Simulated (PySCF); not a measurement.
**Radial density of Zr(3+) (zirconium, charge +3)**

UHF, [Kr] 4d1, 2D determinant. Calculation: PySCF 2.14, in x2c-QZVPPall; scalar relativity by spin-free X2C-1e.

```
r (bohr)  4πr²ρ (e/bohr)  4πr²(ρα − ρβ)
  0.0373           46.23        -0.0014
  0.0627           43.81        -0.0020
   0.105           60.89         0.0114
   0.177           45.34         0.0740
   0.298           41.80         0.1186
   0.502           34.21         0.0127
   0.844           9.795         0.1375
    1.42           7.066         0.6222
    2.39          0.9680         0.3271
    4.02         0.02333         0.0202
    6.76       6.522e-05         0.0001
```

Densities and radii are taken from the X2C orbitals without a picture-change correction, which distorts them close to the nucleus.
